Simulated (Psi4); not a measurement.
C$_{2}$H$_{5}$N, triplet, at a GFN2-xTB geometry (a higher spin typed on purpose: for a closed-shell molecule this is an excited state). Base run: HF/6-31G** (Psi4 1.11).

Here is a job for Psi4.
```
memory 2 GB

molecule mol {
0 3
  C     1.182204   -0.187045    0.007617
  N    -0.136987    0.028125    0.449493
  C    -1.197139    0.183774   -0.355505
  H     1.537460    0.647190   -0.614808
  H     1.832214   -0.292396    0.876649
  H     1.256231   -1.088449   -0.617951
  H    -1.931252   -0.615643   -0.336592
  H    -1.646134    1.172049   -0.366423
}

set basis 6-31g**
set reference uhf
set stability_analysis check
set scf_type pk

energy('scf')
print_variables()
```

The bond that is stretched is that between atoms 6 and 1. A test that says stable can miss a lower solution.

Each row names what was changed in the base input (with any setting that the change needs).

| change | ΔE vs base (eV) | <S^2> |
|---|---|---|
| base | 0.00 | 2.016 |
| stability_analysis = follow; reference = uhf | 0.00 | 2.016 |
| bond × 1.25 | 0.85 | 2.024 |
| stability_analysis = follow; reference = uhf; bond × 1.25 | 0.85 | 2.024 |
| bond × 1.5 | 2.07 | 2.188 |
| stability_analysis = follow; reference = uhf; bond × 1.5 | 2.07 | 2.188 |
| bond × 1.8 | 2.80 | 2.496 |
| stability_analysis = follow; reference = uhf; bond × 1.8 | 2.80 | 2.496 |
| bond × 2.2 | 3.07 | 2.642 |
| stability_analysis = follow; reference = uhf; bond × 2.2 | 3.07 | 2.642 |
| bond × 3.0 | 3.84 | 2.051 |
| stability_analysis = follow; reference = uhf; bond × 3.0 | 3.15 | 2.694 |

Psi4 reported an instability in these rows: bond × 3.0; stability_analysis = follow; reference = uhf; bond × 3.0 (restricted rows aren't judged here).

On stretching, the SCF can end on different states; <S^2> shows the spin contamination of each.
